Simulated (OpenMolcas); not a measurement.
# Xe2+: effect of the basis set

* Program: OpenMolcas 26.06
* Method: RASSCF
* Active space: 6 electrons in 9 orbitals (RAS2 5s 5p; RAS3 5d, at most 2 electrons)
* State averaging: 2S+1 = 3 even, 3 roots; 2S+1 = 1 even, 7 roots; 2S+1 = 3 odd, 3 roots; 2S+1 = 1 odd, 3 roots
* Spin-orbit coupling: RASSI with atomic mean-field integrals over the reference wave functions, term energies averaged over their components

A. ANO-RCC-VTZP [7s6p4d2f1g], DKH2, point nucleus; cost of the order of 28 core-seconds
B. ANO-R2 [7s6p4d2f1g], X2C, finite nucleus; cost roughly 22 core-seconds
C. ANO-RCC-VQZP [8s7p5d3f2g], DKH2, point nucleus; cost of the order of 30 core-seconds
D. ANO-RCC [10s9p8d5f3g], DKH2, point nucleus; cost about 100 core-seconds

Energies in eV above 5s2 5p4 3P2, the measured ground level; measured values from Saloman, J. Phys. Chem. Ref. Data 33, 765 (2004).

```
       Level        A        B        C        D  Measured
 5s2 5p4 3P2   0.0000   0.0000   0.0000   0.0000    0.0000
 5s2 5p4 3P0   0.9636   0.9652   0.9791   0.9753    1.0080
 5s2 5p4 3P1   1.0312   1.0332   1.0530   1.0462    1.2143
 5s2 5p4 1D2   2.2304   2.2323   2.2761   2.2699    2.1200
 5s2 5p4 1S0   4.3585   4.3654   4.4160   4.4054    4.4762
5s 5p5 3P* 2  11.9548  11.9951  11.9321  11.9385   12.1830
5s 5p5 3P* 1  12.6594  12.7017  12.6374  12.6411   12.8408
```

Deviations, from unrounded energies. A percentage is the sum of absolute deviations over the sum of measured energies, with the sign that they share, or ± where signs differ.

```
                        Against measurement  Levels      A      B     C     D
             mean absolute deviation (cm-1)       6   1200   1000  1200  1200
      fine structure of the ground term (%)       2  -10.2  -10.1  -8.6  -9.0
other terms of the ground configuration (%)       2   ±3.5   ±3.4  ±3.3  ±3.3
                   other configurations (%)       2   -1.6   -1.3  -1.8  -1.8
```

B lies closest to measurement on these levels and D furthest from it. The largest miss of B in the table is 5s 5p5 3P* 2, by -1500 cm-1. The ranking rests on the paired levels alone, and a cruder setting can come out closer through cancelling errors.

Among A to D the level of the table that moves most is 5s 5p5 3P* 1, by 520 cm-1 (lowest in C, highest in B).

Some terms mix strongly with configurations of 5d, whose occupation reaches 0.25 (5s 5p5 3P*) (figures for A; the like holds for B, C, D). The run also gave levels led by 5s 5p4 5d, which use shells meant for correlation; these and all levels above them are left out (holds for A; B). The run also gave levels led by 5s 5p4 5d, 5s2 5p3 5d, which use shells meant for correlation; these and all levels above them are left out (holds for C; D). Computed and measured levels are paired by configuration, term and J; levels that our copy of the source lacks, or whose pairing is in doubt (as where it misses far off the trend of its configuration), stay unpaired and out of the deviations. Only configurations of the active space appear. Levels that lie high or do not pair safely by name in every column are left out.

* marks odd parity.
